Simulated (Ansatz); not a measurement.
C2H8OSi can be A, `CC(O)[SiH3]`, or B, `CC[SiH2]O`.

Gas-phase electronic energies from Ansatz, PBE0-D4/def2-TZVP geometries. CCSD(T)/CBS adds triple-zeta CCSD(T) − MP2 to the extrapolated MP2 energy (def2 sets, frozen cores). Functionals use def2-TZVPP. B3LYP here is the variant with VWN-RPA as its local correlation; programs differ in this. One conformer a species, not always the lowest.

A:

Z-matrix (Å, degrees):
```
C
C 1 1.518
H 1 1.093 2 111.2
H 1 1.096 2 110.8 3 119.4
H 1 1.093 2 111.0 3 -120.8
O 2 1.423 1 111.9 3 -179.8
Si 2 1.896 1 112.6 3 60.8
H 2 1.102 1 108.7 3 -58.0
H 6 0.962 2 108.5 1 55.2
H 7 1.487 2 109.8 1 58.6
H 7 1.485 2 110.6 1 179.9
H 7 1.489 2 108.6 1 -60.4
```

B:

Z-matrix (Å, degrees):
```
C
C 1 1.526
H 1 1.094 2 111.5
H 1 1.093 2 111.3 3 -120.0
H 1 1.093 2 111.8 3 120.2
Si 2 1.868 1 113.6 3 58.5
H 2 1.096 1 110.5 3 -179.4
H 2 1.097 1 110.5 3 -62.4
O 6 1.653 2 112.4 1 59.9
H 6 1.494 2 108.7 1 -61.8
H 6 1.484 2 110.7 1 177.7
H 9 0.957 6 117.6 2 -78.7
```

(1) Which isomer does CCSD(T)/CBS put lower? Give the gap. (Estimate.)

(2) Give E(B) − E(A) in kcal/mol with MP2/def2-TZVPP, r2SCAN-D4, CCSD(T)/def2-TZVPP, B3LYP-D4, LDA (SPW92), BLYP-D4, PBE-D4. (An estimate is asked.)

(3) Does the order hold for the free energy at 298.15 K (harmonic terms from PBE0-D4)? (Best estimate.)

Largest T1 diagnostic: 0.011.

## Answers

(1) Ansatz gave: B, by 44.8 kcal/mol.

(2) Ansatz gave: MP2/def2-TZVPP -46.3, r2SCAN-D4 -44.3, CCSD(T)/def2-TZVPP -44.1, B3LYP-D4 -43.5, LDA (SPW92) -40.8, BLYP-D4 -42.1, PBE-D4 -41.3. None reverses the order clearly.

(3) The calculation gave: Yes: G(B) − G(A) = -43.9 kcal/mol, for one conformer each.

At CCSD(T), def2-SVP lies +6.6 kcal/mol from the extrapolated value and def2-TZVPP +0.7 kcal/mol. From PBE to PBE0 (25 % exact exchange), in def2-TZVPP and without D4, E(B) − E(A) moves by −1.5 kcal/mol.
